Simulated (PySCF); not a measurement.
2,3,3,3-tetrafluoropropene (C3H2F4), SMILES FC(F)(F)C(F)=C. Atoms are numbered in the order given.

```xyz
9

C      1.0793     1.7147     0.0000
C      0.0157     0.9214     0.0000
F     -1.2374     1.3809     0.0000
C      0.0438    -0.5885     0.0000
F     -0.5803    -1.0768     1.0809
F     -0.5803    -1.0768    -1.0809
F      1.3016    -1.0461     0.0000
H      2.0798     1.2851     0.0000
H      0.9564     2.7990     0.0000
```
Charge 0, spin multiplicity 1.

Coordinates come from a B3LYP-D3(BJ)/def2-SVP optimisation.

All values below come from PBE/def2-TZVP run with PySCF.

Atomic charges (e):

| atom | meta-Löwdin | Löwdin |
|---|---|---|
| C1 | (withheld) | -0.17 |
| C2 | (withheld) | -0.33 |
| F3 | -0.23 | 0.24 |
| C4 | 0.72 | -0.71 |
| F5 | (withheld) | 0.23 |
| F6 | (withheld) | 0.23 |
| F7 | (withheld) | 0.23 |
| H8 | 0.16 | 0.15 |
| H9 | 0.15 | 0.14 |

Task: What belongs in the gaps? (Estimate from the structure and the level; the computed values follow.)

Result: 
- C1, meta-Löwdin: -0.30
- C2, meta-Löwdin: 0.23
- F5, meta-Löwdin: -0.25
- F6, meta-Löwdin: -0.25
- F7, meta-Löwdin: -0.25

Task: Give the Mayer and Wiberg (Löwdin basis) orders of the bonds. (The exact figures need the calculation; the answer reports its results.)

Result: 
```json
[
 {"bond": "C1–C2", "Mayer": "1.86", "Wiberg": "2.10"},
 {"bond": "C2–F3", "Mayer": "1.10", "Wiberg": "1.76"},
 {"bond": "C2–C4", "Mayer": "0.99", "Wiberg": "1.08"},
 {"bond": "C4–F5", "Mayer": "1.18", "Wiberg": "1.78"},
 {"bond": "C4–F6", "Mayer": "1.18", "Wiberg": "1.78"},
 {"bond": "C4–F7", "Mayer": "1.17", "Wiberg": "1.78"},
 {"bond": "C1–H8", "Mayer": "0.93", "Wiberg": "0.87"},
 {"bond": "C1–H9", "Mayer": "0.94", "Wiberg": "0.87"}
]
```
